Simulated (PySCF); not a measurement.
Compound: C8H9OP.
SMILES with atom numbers: `[CH3:1][c:2]1[cH:3][c:4]([CH3:5])[p:6][c:7]([CH:8]=[O:9])[cH:10]1` (hydrogens: H11, H12, H13 on C1; H14 on C3; H15, H16, H17 on C5; H18 on C8; H19 on C10)

The same species was optimised twice, with GFN2-xTB and with PBE0-D3(BJ)/def2-SVP (PySCF), and the same property calculations (PySCF, gas phase) were run on both structures.

| coordinate | GFN2-xTB | PBE0-D3(BJ)/def2-SVP | change |
| --- | --- | --- | --- |
| C7–C8 (Å) | 1.455 | 1.483 | +0.028 |
| C3–C4 (Å) | 1.381 | 1.398 | +0.017 |
| C2–C10 (Å) | 1.386 | 1.399 | +0.013 |
| C4–P6 (Å) | 1.750 | 1.744 | -0.006 |
| C2–C3 (Å) | 1.393 | 1.398 | +0.005 |
| C8=O9 (Å) | 1.208 | 1.204 | -0.004 |
| C4–C5 (Å) | 1.502 | 1.506 | +0.004 |
| C7–C10 (Å) | 1.388 | 1.391 | +0.003 |
| C1–C2 (Å) | 1.500 | 1.502 | +0.002 |
| P6–C7 (Å) | 1.753 | 1.752 | -0.001 |
| P6–C7–C8 (°) | 113.0 | 117.3 | +4.3 |
| C8–C7–C10 (°) | 121.1 | 117.4 | -3.7 |
| C7–C8–O9 (°) | 123.0 | 125.3 | +2.3 |
| C4–P6–C7 (°) | 99.1 | 100.1 | +1.0 |
| C3–C2–C10 (°) | 120.9 | 120.1 | -0.8 |
| C2–C10–C7 (°) | 123.9 | 124.6 | +0.7 |
| C5–C4–P6 (°) | 116.6 | 117.3 | +0.7 |
| P6–C7–C10 (°) | 125.9 | 125.3 | -0.6 |
| P6–C7–C8–O9 (°) | 0 | 0 | 0 |

Rotational constants: A = 1539, B = 1020, C = 618.3 MHz (GFN2-xTB) against A = 1509, B = 996.8, C = 604.9 MHz (PBE0-D3(BJ)/def2-SVP).

On the GFN2-xTB structure: HOMO (eV) -7.02 [PBE0/pcSseg-1]; LUMO (eV) -2.32 [PBE0/pcSseg-1]; dipole (D) 4.99 [PBE0/pcSseg-1]; GIAO shielding of C1 (ppm) 160.9 [PBE0/pcSseg-1]; GIAO shielding of C2 (ppm) 41.4 [PBE0/pcSseg-1]; GIAO shielding of C3 (ppm) 42.8 [PBE0/pcSseg-1]; GIAO shielding of C4 (ppm) 0.9 [PBE0/pcSseg-1]; GIAO shielding of C5 (ppm) 158.2 [PBE0/pcSseg-1]; GIAO shielding of P6 (ppm) 74.4 [PBE0/pcSseg-1]; GIAO shielding of C7 (ppm) 11.8 [PBE0/pcSseg-1]; GIAO shielding of C8 (ppm) -10.7 [PBE0/pcSseg-1].

Task: What do these properties become on the PBE0-D3(BJ)/def2-SVP structure?

Result: 
```csv
property,level,on GFN2-xTB,on PBE0-D3(BJ)/def2-SVP,change
HOMO (eV),PBE0/pcSseg-1,-7.02,-7.08,-0.06
LUMO (eV),PBE0/pcSseg-1,-2.32,-2.29,+0.03
dipole (D),PBE0/pcSseg-1,4.99,5.13,+0.14
"energy, GFN2-xTB geometry as zero (kcal/mol)",PBE0/pcSseg-1,0.0,-1.4,-1.4
GIAO shielding of C1 (ppm),PBE0/pcSseg-1,160.9,159.3,-1.6
GIAO shielding of C2 (ppm),PBE0/pcSseg-1,41.4,39.5,-1.9
GIAO shielding of C3 (ppm),PBE0/pcSseg-1,42.8,39.8,-3.0
GIAO shielding of C4 (ppm),PBE0/pcSseg-1,0.9,1.7,+0.8
GIAO shielding of C5 (ppm),PBE0/pcSseg-1,158.2,156.9,-1.3
GIAO shielding of P6 (ppm),PBE0/pcSseg-1,74.4,81.0,+6.6
GIAO shielding of C7 (ppm),PBE0/pcSseg-1,11.8,12.1,+0.3
GIAO shielding of C8 (ppm),PBE0/pcSseg-1,-10.7,-11.1,-0.4
```

The heavy atoms differ by 0.058 Å rms after alignment. Among bonds between heavy atoms C7–C8 changes most (+0.028 Å). Changes are differences of the printed values. Neither structure is proved a minimum here.

Conformer computed: `[CH3:1][c:2]1[cH:3][c:4]([CH3:5])[p:6][c:7]([CH:8]=[O:9])[cH:10]1`: P6–C7–C8–O9 0°.
